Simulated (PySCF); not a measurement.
Spinor energies of Tc- (technetium, charge -1)

Start: [Kr] 4d6 5s2; 4d3/2 filled at m_j = -3/2, -1/2, +1/2, +3/2; 4d5/2 filled at m_j = +3/2, +5/2. Calculated with PySCF 2.14 in x2c-TZVPall-2c with one added diffuse shell each of s, p, d type (9s10p8d1f, 86 functions): generalised Hartree-Fock with the X2C-1e Hamiltonian and a Gaussian nucleus; one run each with spin-orbit coupling (SO) switched off, then screened by Boettger's factors.

```json
{"spinor shell": "1s1/2", "electrons": "2", "ε, spin-free (eV)": "-21151.9", "ε, screened SO (eV)": "-21150.7", "weight of nominal j (screened SO)": "1.000", "rms radius, screened SO (bohr)": "0.0394"}
{"spinor shell": "2s1/2", "electrons": "2", "ε, spin-free (eV)": "-3088.4", "ε, screened SO (eV)": "-3088.0", "weight of nominal j (screened SO)": "1.000", "rms radius, screened SO (bohr)": "0.162"}
{"spinor shell": "2p1/2", "electrons": "2", "ε, spin-free (eV)": "-2756.6", "ε, screened SO (eV)": "-2838.3", "weight of nominal j (screened SO)": "1.000", "rms radius, screened SO (bohr)": "0.141"}
{"spinor shell": "3s1/2", "electrons": "2", "ε, spin-free (eV)": "-564.62", "ε, screened SO (eV)": "-564.50", "weight of nominal j (screened SO)": "1.000", "rms radius, screened SO (bohr)": "0.442"}
{"spinor shell": "3p1/2", "electrons": "2", "ε, spin-free (eV)": "-452.74", "ε, screened SO (eV)": "-466.93", "weight of nominal j (screened SO)": "1.000", "rms radius, screened SO (bohr)": "0.439"}
{"spinor shell": "3p3/2", "electrons": "4", "ε, spin-free (eV)": "-452.74", "ε, screened SO (eV)": "-446.02", "weight of nominal j (screened SO)": "1.000", "rms radius, screened SO (bohr)": "0.450"}
{"spinor shell": "3d3/2", "electrons": "4", "ε, spin-free (eV)": "-271.83", "ε, screened SO (eV)": "-274.31", "weight of nominal j (screened SO)": "0.981", "rms radius, screened SO (bohr)": "0.433"}
{"spinor shell": "3d5/2", "electrons": "6", "ε, spin-free (eV)": "-271.83", "ε, screened SO (eV)": "-270.03", "weight of nominal j (screened SO)": "0.988", "rms radius, screened SO (bohr)": "0.437"}
{"spinor shell": "4s1/2", "electrons": "2", "ε, spin-free (eV)": "-81.800", "ε, screened SO (eV)": "-81.757", "weight of nominal j (screened SO)": "1.000", "rms radius, screened SO (bohr)": "1.14"}
{"spinor shell": "4p1/2", "electrons": "2", "ε, spin-free (eV)": "-48.517", "ε, screened SO (eV)": "-53.238", "weight of nominal j (screened SO)": "0.709", "rms radius, screened SO (bohr)": "1.27"}
{"spinor shell": "4p3/2", "electrons": "4", "ε, spin-free (eV)": "-48.517", "ε, screened SO (eV)": "-46.182", "weight of nominal j (screened SO)": "0.855", "rms radius, screened SO (bohr)": "1.28"}
{"spinor shell": "4d3/2", "electrons": "4", "ε, spin-free (eV)": "-5.380", "ε, screened SO (eV)": "-5.175", "weight of nominal j (screened SO)": "0.671", "rms radius, screened SO (bohr)": "2.02"}
{"spinor shell": "4d5/2", "electrons": "2", "ε, spin-free (eV)": "-5.380", "ε, screened SO (eV)": "-5.782", "weight of nominal j (screened SO)": "0.885", "rms radius, screened SO (bohr)": "1.97"}
{"spinor shell": "5s1/2", "electrons": "2", "ε, spin-free (eV)": "-0.863", "ε, screened SO (eV)": "-0.863", "weight of nominal j (screened SO)": "0.998", "rms radius, screened SO (bohr)": "5.81"}
```

Question: Where does 2p3/2 lie, and what is the 2p spin-orbit splitting (screened SO)?

Answer: At -2718.3 eV, 119.94 eV above 2p1/2.

```tsv
quantity	spin-free	screened SO
E (hartree)	-4282.73583	-4283.29279
M_J	4	4
⟨J²⟩	20.310	20.314
⟨L²⟩	6.011	6.053
⟨S²⟩	6.299	6.287
```

At GHF the highest occupied level has a positive energy, so only the finite basis holds that electron. The determinant has a definite M_J but mixes levels of different J.

Each row is a mean over spinors that exchange with the open shell spreads, by up to 7.815 eV (4p3/2).

Rows whose weight is well below 1 are mixtures of j = l ± 1/2: exchange outweighs spin-orbit coupling there, and the label is only the starting occupation.

Breit and QED terms are absent; they matter most for the inner s and p1/2 levels.

Densities and radii are taken from the X2C orbitals without a picture-change correction, which distorts them close to the nucleus.

Without spin-orbit coupling the j labels of p, d and f shells carry no meaning; the spin-free column gives the mean over the occupied spinors of each nl shell, and its ⟨J²⟩ belongs to a mixture of degenerate components.
